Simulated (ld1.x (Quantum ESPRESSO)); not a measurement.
**Varying the TM semilocal potential for zirconium**

Base potential:

```
Element                 : Zr (Z = 40)
Generator               : ld1.x (Quantum ESPRESSO) 7.5
Type                    : norm-conserving Troullier–Martins (semilocal form)
Functional              : PBE
Relativity              : scalar-relativistic
Frozen core             : [Ar] 3d10 4s2
Valence charge          : 10
Reference configuration : 4p6 4d1 5s0 5p0 (charge +3)
Partial waves           : 4p (bound): rc 1.30 bohr; 4d (bound): rc 2.10 bohr; 5s (bound, empty): rc 2.10 bohr
Local potential         : the s channel
Core correction         : a·sin(br)/r model core inside 0.70 bohr
```

All-electron outer shells of the reference configuration (PBE, scalar-relativistic, ld1.x):

```tsv
shell	level (eV)	outermost node (bohr)	outermost maximum (bohr)
4s	-81.55	0.55	1.08
4p	-59.17	0.56	1.17
4d	-28.20	0.58	1.49
5s	-24.29	1.43	2.68
5p	-18.97	1.61	3.11
```

Cutoffs, loose and tight: the cutoffs (Ry, on a coarse ladder) from which the occupation-weighted sum of valence levels, in a spherical-Bessel basis at the reference potential, stays within 10 and 1 mRy of its value at 400 Ry. They do not see the model core or the augmentation charge, which bear on the density cutoff. Test errors are all-electron minus pseudo excitation energies from the reference, over the configurations 4p6 4d2 5s2 5p0; 4p6 4d2 5s1 5p0; 4p6 4d2 5s0 5p0; 4p6 4d3 5s0 5p0; 4p6 4d2 5s0 5p2; 4p6 4d2.5 5s1.5 5p0; 4p6 4d2 5s1.5 5p0. A dash means not determined; rows that change the core or the reference have their own tests. The largest error is taken over the tests solved by every variant that gives reliable tests at all: 4p6 4d2 5s0 5p0; 4p6 4d2 5s0 5p2; 4p6 4d3 5s0 5p0.

A true bound ghost makes a file unfit for plane-wave use even where its test errors are small: the radial tests pick states by their node count and pass the ghost by.

A semilocal file is local in each channel, so a ghost entry of none says nothing of the separable form that plane-wave codes build from it.

| change | outcome | cutoff, loose | cutoff, tight | bound ghosts | largest test error (meV) |
| --- | --- | --- | --- | --- | --- |
| base | generated | 60 Ry | 110 Ry | none | -51 |
| all radii but the core radius scaled by about 0.74 (s 1.56, p 0.96, d 1.56 bohr) | generated | 200 Ry | over 300 Ry | none | -50 |
| all radii but the core radius scaled by about 0.83 (s 1.74, p 1.08, d 1.74 bohr) | generated | 100 Ry | 180 Ry | s (extra level of the local part) | -50 |
| all radii but the core radius scaled by about 0.88 (s 1.84, p 1.14, d 1.84 bohr) | generated | 80 Ry | 160 Ry | s (extra level of the local part) | -51 |
| all radii but the core radius scaled by about 0.94 (s 1.98, p 1.22, d 1.98 bohr) | generated | 60 Ry | 110 Ry | s (extra level of the local part) | -51 |
| all radii but the core radius scaled by about 1.19 (s 2.50, p 1.54, d 2.50 bohr) | generated | 45 Ry | 90 Ry | none | -48 |
| all radii but the core radius scaled by about 1.27 (s 2.66, p 1.64, d 2.66 bohr) | generated | 45 Ry | 80 Ry | none | -41 |
| all radii but the core radius scaled by about 1.29 (s 2.72, p 1.68, d 2.72 bohr) | generated | 40 Ry | 80 Ry | none | +44 |
| all radii but the core radius scaled by about 1.40 (s 2.94, p 1.82, d 2.94 bohr) | generated | 35 Ry | 45 Ry | none | +89 |

(1) What comes out with this change to the base: all radii but the core radius scaled by about 1.11 (s 2.32, p 1.44, d 2.32 bohr)?

Answers

(1) outcome: generated; cutoff, loose: 50 Ry; cutoff, tight: 100 Ry; bound ghosts: none; largest test error (meV): -51.

Reading the sweep of the scale of all radii but the core radius (base = 1) (base included, trends over the rows without a ghost): The loose cutoff falls from 200 Ry at 0.74 to 35 Ry at 1.4. A larger radius leaves more room for a smooth pseudo-wave, so fewer plane waves are needed; a smaller one forces it to follow the all-electron wave where it bends sharply. The median size of the test errors (rows with all tests solved) is not monotonic: lowest 54.3 meV at 1.19, highest 102.7 meV at 1. Bound ghosts are found at 0.83, 0.88, 0.94.
